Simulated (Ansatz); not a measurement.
Consider the redistribution: `S[SiH2]BCl` + `CC([SiH3])[TeH]` → `CC([SiH3])BCl` + `S[SiH2][TeH]`.

Calculated with Ansatz (gas phase, PBE0-D4/def2-TZVP geometries, no zero-point term in ΔE). CCSD(T)/CBS adds triple-zeta CCSD(T) − MP2 to the extrapolated MP2 energy (def2 sets, frozen cores). Functionals use def2-TZVPP. B3LYP here is the variant with VWN-RPA as its local correlation; programs differ in this. def2 core potentials past Kr. For Te outer-core shells are correlated without core-valence functions, which leaves a few kJ/mol of doubt a bond. One conformer a species, not always the lowest.

(1) Is it downhill or uphill in electronic energy at CCSD(T)/CBS, and by how much? (An estimate is asked.)

(2) What do these levels give: PBE-D4, r2SCAN-D4, PBE0-D4, B3LYP-D4, ωB97M-V, B2PLYP, r2SCAN, PBE0, CCSD/def2-TZVPP, CCSD(T)/def2-TZVPP, MP2/def2-QZVPP, MP2/CBS(def2)? (Best estimate.)

Largest T1 diagnostic among the species: 0.013.

## Answers

(1) Ansatz gave: Downhill: ΔE = -128.0 kJ/mol.

(2) The calculation gave: PBE-D4 -129.5, r2SCAN-D4 -137.2, PBE0-D4 -136.2, B3LYP-D4 -130.0, ωB97M-V -138.2, B2PLYP -132.5, r2SCAN -137.4, PBE0 -137.4, CCSD/def2-TZVPP -128.8, CCSD(T)/def2-TZVPP -126.7, MP2/def2-QZVPP -134.8, MP2/CBS(def2) -135.4 kJ/mol.

From PBE to PBE0 (25 % exact exchange), in def2-TZVPP and without D4, ΔE moves by −6.5 kJ/mol. In def2-TZVPP, CCSD(T) changes the Hartree–Fock value by +12.9 kJ/mol (the triples alone add +2.1 kJ/mol) and MP2 by +5.6 kJ/mol.
